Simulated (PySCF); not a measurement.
## Trend along the alkali metals: MAs molecules

PBE with double-zeta basis sets in PySCF, for the lowest determinant that a PBE0 search found; no spin–orbit coupling. De refers to high-spin ground-configuration atoms. A positive dipole means M(−)As(+).

```
 M               basis  state (unpaired electrons)  Re (Å)  ωe (cm⁻¹)  De (eV)  μ (D)
Li  cc-pVDZ/cc-pVDZ-PP              triplet (π ↑↑)   2.453        417     1.63  -5.62
Na            def2-SVP              triplet (π ↑↑)   2.763        219     1.35  -5.85
Rb            def2-SVP              triplet (π ↑↑)   3.307        125     1.25  -7.74
Cs            def2-SVP              triplet (π ↑↑)   3.466        109     1.28  -7.88
```

**Question.** The row for M = K is missing. Estimate Re, ωe and De as the mean of the rows for Na and Rb, and compare with the calculation.

**Answer.** The means are 3.035 Å, 172 cm⁻¹ and 1.30 eV. PBE in def2-SVP gives KAs as a triplet (π ↑↑) with Re = 3.168 Å, ωe = 154 cm⁻¹, De = 1.24 eV, so the estimate is off by -13.3 pm, +12 % and +0.06 eV.

The rows differ in basis set, which adds steps of its own.

These are scalar-relativistic numbers at best; spin–orbit coupling would shift them, the dissociation energy most. States were picked by a PBE0 search and need not be the measured ground states.
